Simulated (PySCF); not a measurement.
C3H5NOSi, SMILES C(#N)C[SiH2]C=O.

Coordinates come from a B3LYP-D3(BJ)/def2-SVP optimisation. This is a generated structure with no PubChem entry under its InChIKey; it may be hypothetical. The values are those of a single conformer.

Two levels are set side by side: TDDFT-PBE/def2-SVPD (PySCF) and TDDFT-CAM-B3LYP/def2-SVPD (PySCF). Vertical, same geometry. The lowest singlet is HOMO→LUMO 100 % with PBE and HOMO→LUMO 97 % with the other functional; states are paired by order. Differences are taken from unrounded values.

| quantity | TDDFT-CAM-B3LYP | TDDFT-PBE | TDDFT-PBE minus TDDFT-CAM-B3LYP |
|---|---|---|---|
| lowest singlet excitation (eV) | 3.26 | 3.13 | -0.13 |
| lowest triplet excitation (TDA) (eV) | 2.58 | 2.43 | -0.15 |
| first bright state (f over 0.05) (eV) | 6.86 | 5.64 | -1.22 |
| its oscillator strength | 0.07 | 0.05 | -0.01 |

Functionals without exact exchange tend to place singlet excitations lower, as here. Differences between two approximate levels are no errors against the true value.

Rough cost on one machine, each run with all the roots and properties that it gave: TDDFT-CAM-B3LYP against TDDFT-PBE about 8 times.
